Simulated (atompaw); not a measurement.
## Cutoff test, hafnium, PAW (atompaw)

hafnium (Hf), PAW, made with atompaw 4.2.0.5 (PBE, scalar-relativistic). Core [Kr] 4d10 4f14 5s2, reference 5p6 5d2 6s1 6p1. Waves: 6s (bound): rc 3.00 bohr; 6s channel at 1.55 Ry: rc 3.00 bohr; 5p (bound): rc 1.75 bohr; 6p (bound): rc 2.40 bohr; 5d (bound): rc 2.15 bohr; 5d channel at 3 Ry: rc 3.00 bohr. Local part: troulliermartins scheme with l = 3 at 0.5 Ry, radius 2.60 bohr. Core correction: smooth core density matched at 1.60 bohr. Augmentation charge: besselshape compensation charge, radius 2.90 bohr; PAW radius 3.00 bohr; waves and projectors: custom polynom2 7 10 vanderbiltortho.

The pseudo-atom Hamiltonian at the reference potential is diagonalised in spherical Bessel functions j_l(qr) that vanish at 20 bohr, with q² up to the cutoff. All-electron valence levels (Ry): 6s -0.4411, 5p -2.7225, 6p -0.1516, 5d -0.2851.

**Question.** How do the lowest levels (Ry) of each channel move with the cutoff, and are there ghosts?

**Answer.**

```tsv
cutoff (Ry)	s #1	s #2	p #1	p #2	p #3	d #1	d #2	f #1	f #2	Σ f·Δε (mRy)
8	-0.4410	-0.0295	-1.2921	-0.1469	0.0233	0.0141	0.0983	0.0839	0.1967	9185.5
10	-0.4410	-0.0298	-2.2671	-0.1490	0.0227	-0.0818	0.0413	0.0839	0.1967	3141.6
12	-0.4427	-0.4374	-2.5852	-0.1502	0.0224	-0.2327	0.0309	0.0839	0.1967	931.4
15	-0.7861	-0.4410	-2.7027	-0.1512	0.0222	-0.2733	0.0299	0.0839	0.1967	143.0
18	-0.9857	-0.4411	-2.7181	-0.1514	0.0221	-0.2841	0.0297	0.0839	0.1967	28.5
21	-1.0249	-0.4411	-2.7218	-0.1515	0.0221	-0.2849	0.0297	0.0839	0.1967	4.8
25	-1.0404	-0.4411	-2.7224	-0.1515	0.0221	-0.2850	0.0297	0.0839	0.1967	1.0
30	-1.0493	-0.4411	-2.7224	-0.1515	0.0221	-0.2850	0.0297	0.0839	0.1967	0.8
35	-1.0514	-0.4411	-2.7224	-0.1515	0.0221	-0.2850	0.0297	0.0839	0.1967	0.7
40	-1.0515	-0.4411	-2.7224	-0.1515	0.0221	-0.2850	0.0297	0.0839	0.1967	0.7
400	-1.0536	-0.4411	-2.7225	-0.1516	0.0221	-0.2851	0.0297	0.0839	0.1967	0.0
```

Result: ghost state, extra bound levels that the all-electron valence spectrum of the same l lacks: s at -14.3 eV (a true bound ghost makes a file unfit for plane-wave use); 10 mRy is reached at 21 Ry and 1 mRy at 30 Ry.
